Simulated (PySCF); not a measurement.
# Atomic charges by several schemes

Species: C5H14OP2.
Atom-mapped SMILES: `[CH3:1][P:2]([CH3:3])[CH2:4][CH2:5][P@H:6]([CH3:7])=[O:8]` (hydrogens: H9, H10, H11 on C1; H12, H13, H14 on C3; H15, H16 on C4; H17, H18 on C5; H19 on P6; H20, H21, H22 on C7)

Structure used (GFN2-xTB), in Å, numbered top down from 1:
```xyz
22
C5H14OP2 angstrom
C      2.1489   -0.0008    0.8755
P      0.8438   -0.8025   -0.1570
C      1.8799   -1.2135   -1.6311
C      0.0417    0.7296   -0.8401
C     -0.7405    1.4648    0.2317
P     -1.7421    0.4049    1.3370
C     -2.6295   -0.8066    0.3068
O     -2.6209    1.1946    2.2053
H      1.6967    0.4265    1.7691
H      2.8624   -0.7633    1.1834
H      2.6675    0.7781    0.3171
H      2.5629   -2.0181   -1.3644
H      2.4524   -0.3509   -1.9702
H      1.2353   -1.5614   -2.4364
H     -0.6319    0.4061   -1.6389
H      0.7997    1.3848   -1.2829
H     -0.0786    2.0323    0.8937
H     -1.4489    2.1832   -0.1978
H     -0.8201   -0.3620    2.0421
H     -1.9581   -1.4241   -0.2814
H     -3.2195   -1.4287    0.9780
H     -3.3114   -0.2538   -0.3402
```

Density: PBE0/pcSseg-1 (PySCF); schemes: Mulliken, IAO, Hirshfeld and ESP-fitted. One conformer (not necessarily the lowest) at the GFN2-xTB geometry, without solvent, vibrations or thermal averaging.

**Question.** Tabulate the Mulliken, IAO, Hirshfeld and ESP-fitted charges.

**Answer.** In e:

| atom | environment | Mulliken | IAO | Hirshfeld | ESP-fitted |
| --- | --- | --- | --- | --- | --- |
| C1 | sp3 carbon bound to phosphorus | -0.457 | -0.610 | -0.165 | -0.594 |
| P2 | phosphine phosphorus | +0.152 | +0.482 | +0.173 | +0.027 |
| C3 | sp3 carbon bound to phosphorus | -0.462 | -0.609 | -0.165 | -0.714 |
| C4 | sp3 carbon bound to phosphorus | -0.412 | -0.435 | -0.114 | -0.047 |
| C5 | sp3 carbon bound to phosphorus | -0.449 | -0.519 | -0.114 | -0.572 |
| P6 | phosphoryl phosphorus | +0.757 | +1.422 | +0.402 | +1.016 |
| C7 | sp3 carbon bound to phosphorus | -0.522 | -0.696 | -0.165 | -0.903 |
| O8 | phosphoryl oxygen | -0.619 | -0.941 | -0.424 | -0.684 |
| H9 | methyl hydrogen | +0.151 | +0.153 | +0.043 | +0.170 |
| H10 | methyl hydrogen | +0.151 | +0.159 | +0.046 | +0.222 |
| H11 | methyl hydrogen | +0.134 | +0.140 | +0.041 | +0.193 |
| H12 | methyl hydrogen | +0.147 | +0.157 | +0.045 | +0.244 |
| H13 | methyl hydrogen | +0.130 | +0.139 | +0.040 | +0.194 |
| H14 | methyl hydrogen | +0.145 | +0.156 | +0.044 | +0.214 |
| H15 | methylene hydrogen | +0.155 | +0.144 | +0.040 | +0.127 |
| H16 | methylene hydrogen | +0.148 | +0.136 | +0.039 | +0.095 |
| H17 | methylene hydrogen | +0.166 | +0.158 | +0.050 | +0.194 |
| H18 | methylene hydrogen | +0.170 | +0.164 | +0.053 | +0.172 |
| H19 | P–H hydrogen | +0.036 | -0.102 | -0.015 | -0.077 |
| H20 | methyl hydrogen | +0.161 | +0.163 | +0.035 | +0.196 |
| H21 | methyl hydrogen | +0.165 | +0.174 | +0.059 | +0.250 |
| H22 | methyl hydrogen | +0.153 | +0.164 | +0.053 | +0.277 |

Mean size of the charges over all atoms: IAO 0.356 e, ESP-fitted 0.327 e, Mulliken 0.266 e, Hirshfeld 0.106 e. Each set sums to the total charge, 0, to within 0.001 e. The Hirshfeld scheme weights the molecular density at each point by an atom's share of the summed free-atom densities. The Mulliken scheme gives each basis function's population to the atom it is centred on and halves the overlap population of two atoms between them.

Lowest charge. The schemes don't all agree: Mulliken O8 (-0.619); IAO O8 (-0.941); Hirshfeld O8 (-0.424); ESP-fitted C7 (-0.903).

Highest charge. All schemes agree: Mulliken P6 (+0.757); IAO P6 (+1.422); Hirshfeld P6 (+0.402); ESP-fitted P6 (+1.016).

**Question.** How many electrons does the ESP-fitted scheme count on O8?

**Answer.** Z − q = 8 − (-0.684) = 8.684.

**Question.** How closely do the schemes follow one another over all atoms?

**Answer.** Correlation coefficient and root-mean-square difference: IAO with Hirshfeld 0.97, 0.338 e; Mulliken with IAO 0.97, 0.185 e; Mulliken with ESP-fitted 0.95, 0.156 e; Mulliken with Hirshfeld 0.93, 0.193 e; IAO with ESP-fitted 0.93, 0.177 e; Hirshfeld with ESP-fitted 0.88, 0.304 e.

**Question.** Sum the charges by element, for elements with more than one atom.

**Answer.** 
```
element  atoms  Mulliken     IAO  Hirshfeld  ESP-fitted
      C      5    -2.303  -2.869     -0.723      -2.831
      P      2    +0.909  +1.904     +0.574      +1.044
      H     14    +2.013  +1.905     +0.573      +2.472
```

These values come from a run that also computed NMR shieldings. Hardware: one thread, AMD EPYC 9R45 (x86_64), on a shared host. Cost: 27 s of wall time, 1.1 GiB resident at most.
